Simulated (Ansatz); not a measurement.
`C=C([SiH3])C[SiH3]` + `C[O][AlH][Br]` → `[SiH3][O][AlH][Br]` + `C=C([SiH3])CC`  (redistribution)

Computed with Ansatz on PBE0-D4/def2-TZVP structures; ΔE is electronic, products minus reactants. CCSD(T)/CBS adds triple-zeta CCSD(T) − MP2 to the extrapolated MP2 energy (def2 sets, frozen cores). Functionals use def2-TZVPP. B3LYP here is the variant with VWN-RPA as its local correlation; programs differ in this. HSE06 is defined as in plane-wave codes. For Br outer-core shells are correlated without core-valence functions, which leaves a few kJ/mol of doubt a bond. Scalar relativity is left out up to krypton. Each species was taken in one conformer, which may not be the lowest.

| level | ΔE (kJ/mol) | difference from CCSD(T)/CBS |
| --- | --- | --- |
| LDA (SPW92) | -149.4 | 21.6 |
| PBE-D4 | -147.8 | 23.2 |
| revPBE-D4 | -146.5 | 24.5 |
| BLYP-D4 | -153.9 | 17.1 |
| B97M-V | -168.2 | 2.8 |
| B3LYP-D4 | -161.4 | 9.6 |
| r2SCANh-D4 | -165.0 | 6.0 |
| r2SCAN0-D4 | -167.7 | 3.3 |
| HSE06-D4 | -156.7 | 14.3 |
| BHLYP-D4 | -171.9 | -0.9 |
| ωB97X-V | -163.2 | 7.8 |
| B2PLYP | -169.3 | 1.7 |
| PBE-QIDH | -168.8 | 2.2 |
| PBE | -149.8 | 21.2 |
| revPBE | -149.5 | 21.5 |
| BLYP | -157.8 | 13.2 |
| r2SCAN | -163.5 | 7.5 |
| PBE0 | -158.7 | 12.3 |
| B3LYP | -164.7 | 6.3 |
| r2SCAN0 | -168.3 | 2.7 |
| HSE06 | -158.4 | 12.6 |
| BHLYP | -174.8 | -3.8 |
| CAM-B3LYP | -168.5 | 2.5 |
| LC-ωPBE | -162.9 | 8.1 |
| RPA@PBE/def2-TZVPP | -164.7 | 6.3 |
| HF/def2-SVP | -170.3 | 0.7 |
| MP2/def2-SVP | -164.7 | 6.3 |
| CCSD/def2-SVP | -161.1 | 9.9 |
| CCSD(T)/def2-SVP | -158.6 | 12.4 |
| HF/def2-TZVPP | -184.6 | -13.6 |
| MP2/def2-TZVPP | -174.6 | -3.6 |
| SCS-MP2/def2-TZVPP | -175.0 | -4.0 |
| CCSD/def2-TZVPP | -172.4 | -1.4 |
| CCSD(T)/def2-TZVPP | -169.3 | 1.7 |
| HF/def2-QZVPP | -186.3 | -15.3 |
| MP2/def2-QZVPP | -176.1 | -5.1 |
| SCS-MP2/def2-QZVPP | -176.7 | -5.7 |
| HF/CBS(def2) | -186.5 | -15.5 |
| MP2/CBS(def2) | -176.3 | -5.3 |
| CCSD/CBS(def2) | -174.2 | -3.2 |
| CCSD(T)/CBS | -171.0 | 0 |

Largest T1 diagnostic among the species: 0.011.

In def2-TZVPP, CCSD(T) changes the Hartree–Fock value by +15.3 kJ/mol (the triples alone add +3.1 kJ/mol) and MP2 by +10.0 kJ/mol. From PBE to PBE0 (25 % exact exchange), in def2-TZVPP and without D4, ΔE moves by −9.0 kJ/mol. The D4 term adds +3.3 kJ/mol with B3LYP and +1.8 kJ/mol with PBE0; it sums over pairs of atoms, weighted by their polarisabilities, and B3LYP, whose exchange is more repulsive, gets the larger term.
